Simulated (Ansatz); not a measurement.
`FB(F)I` + `C#N` → `N#CB(F)F` + HI  (formal exchange of groups at a B–I bond)

Program: Ansatz. Geometries: PBE0-D4/def2-TZVP. ΔE: electronic, gas phase. CCSD(T)/CBS is the MP2 limit (def2-TZVPP, def2-QZVPP) plus CCSD(T) − MP2 in def2-TZVPP, frozen cores. This one scheme is used for every species. def2 core potentials past Kr. For I outer-core shells are correlated without core-valence functions, which leaves a few kJ/mol of doubt a bond.

```csv
species,HF/def2-QZVPP energy (Eh)
`FB(F)I`,-520.48647
`C#N`,-92.91634
`N#CB(F)F`,-316.15507
HI,-297.24403
```

Task: Work out ΔE.

Result: ΔE = (-316.15507) + (-297.24403) − (-520.48647) − (-92.91634) = 0.00371 Eh = +2.3 kcal/mol. CCSD(T)/CBS gives +4.9 kcal/mol.

Largest T1 diagnostic among the species: 0.014.

At CCSD(T), def2-SVP lies −3.3 kcal/mol from the extrapolated value and def2-TZVPP −1.0 kcal/mol. Leaving LDA and LC-ωPBE aside and taking each functional with its dispersion term where it has one, the values, not all of them listed here, spread over 2.3 kcal/mol, from B97M-V to PBE-QIDH. In def2-TZVPP, CCSD(T) changes the Hartree–Fock value by +1.5 kcal/mol (the triples alone add +0.4 kcal/mol) and MP2 by +3.0 kcal/mol.
